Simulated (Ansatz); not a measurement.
Total energies of (KCl)2 ring (K₂Cl₂) from Ansatz at CCSD(T)/def2-TZVPP, gas phase (1 Eh = 27.2114 eV = 2625.5 kJ/mol). The reference geometry is relaxed at PBE0-D4/def2-TZVP.

| atom | x (Å) | y (Å) | z (Å) |
| --- | --- | --- | --- |
| K1 | 0.1063 | -1.9467 | 0.2216 |
| Cl2 | 2.0476 | 0.0554 | -0.4959 |
| K3 | -0.1060 | 1.9468 | -0.2206 |
| Cl4 | -2.0479 | -0.0555 | 0.4948 |

```csv
state,geometry,energy (Eh)
charge 0 singlet,reference,-2118.35258
charge 1 doublet,reference,-2118.01302
free K atom (doublet),–,-599.32595
free Cl atom (doublet),–,-459.66464
```

Correlated methods freeze 20 core orbitals; core or outer-core shells of K are correlated, in sets that lack core-valence functions.

Task: Work out the vertical ionisation energy to the doublet.

Result: E(charge 1 doublet) − E(charge 0 singlet) = -2118.01302 − (-2118.35258) = 0.33956 Eh = 9.24 eV.

Task: What is the binding energy per atom against free atoms?

Result: Atoms: 2 × (-599.32595) + 2 × (-459.66464) = -2117.98118 Eh. Binding: -2117.98118 − (-2118.35258) = 0.37140 Eh = 10.11 eV, or 2.53 eV for each of 4 atoms (no zero-point energy, no counterpoise term).
